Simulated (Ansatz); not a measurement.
# Energy profile

The step: SiH₄O ([OH][SiH3]) + MgHCl ([MgH][Cl]) → MgSiH₃ClO ([SiH3][O][Mg][Cl]) + H₂; bonds formed: H2–H4; dative contacts that become bonds: Mg1–O5; bonds broken: Mg1–H2, H4–O5 (atoms numbered as in the saddle structure below).

Mg1  (-0.880, -0.811, -1.597)
H2  (0.937, -0.805, -1.924)
Cl3  (-2.874, -1.309, -2.335)
H4  (0.792, -0.351, -0.896)
O5  (0.045, -0.039, -0.066)
Si6  (0.417, 0.672, 1.384)
H7  (1.072, 1.983, 1.147)
H8  (1.337, -0.205, 2.151)
H9  (-0.846, 0.865, 2.135)
(Å)

Electronic energies by CCSD(T) at an estimated basis limit (MP2 extrapolated from triple and quadruple zeta, plus CCSD(T) − MP2 in triple zeta), on PBE0-D4/def2-TZVP structures; MgSiH₅ClO, closed shell; no counterpoise correction. Program: Ansatz 0.2.0. Basis: def2-TZVPP and def2-QZVPP. Cores are frozen in the correlated methods. The outer core shell of Li, Na, Mg and K is correlated. The def2 sets are not built for correlating such inner shells, so the correlated values are less sure here. Extrapolation: Hartree–Fock as exp(−7.88 √X), correlation as X^−2.97.

Question: Give the profile in eV, counted from the separated reactants. (An estimate is asked for; the value comes from the calculation.)

Answer: The calculation gives:
```csv
point,eV
"separated: MgHCl (linked as [MgH][Cl]; Mg1, H2, Cl3; singlet) + SiH₄O (linked as [OH][SiH3]; H4, O5, Si6, H7, H8, H9; singlet)",0.000
start structure,-0.942
saddle,-0.564
end structure,-1.595
"separated: MgSiH₃ClO (linked as [SiH3][O][Mg][Cl]; Mg1, Cl3, O5, Si6, H7, H8, H9; singlet) + H₂ (H2, H4; singlet)",-1.434
```
The saddle lies below the separated reactants: the barrier is submerged.

T1 diagnostic: at most 0.011.

For scale, one of the runs: CCSD(T)/def2-TZVPP, 217 basis functions, launched by `ansatz run in.yaml --threads 4 --pin off --events-out ev --progress --plain --max-ram 9574MiB`. Time: 86 s of wall clock on 4 CPU threads of an Arm Neoverse V1; the host was shared. Peak host memory: 3.3 GiB.
